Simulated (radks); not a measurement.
Task: All-electron atom: Sn40+ in [Ne]. Calculated with a radial shooting solver on a logarithmic mesh with Libxc functionals: scalar-relativistic Kohn-Sham, LB94 model potential, spin-polarised, spherical densities, finite nucleus; Fermi nuclear charge, rms radius 4.6519 fm. Some entries of the table are withheld. Estimate them.

| orbital | occ. | eigenvalue (hartree) | r(max) (bohr) | <r> (bohr) |
|---|---|---|---|---|
| 1s | 2 | (1) | (2) | 0.02899 |
| 2s | 2 | (3) | (4) | 0.1232 |
| 2p | 6 | -237.4318 | 0.08387 | (5) |

Result: 
(1) 1s eigenvalue (hartree): -1167.548
(2) 1s r(max) (bohr): 0.01876
(3) 2s eigenvalue (hartree): -252.8556
(4) 2s r(max) (bohr): 0.1051
(5) 2p <r> (bohr): 0.1071
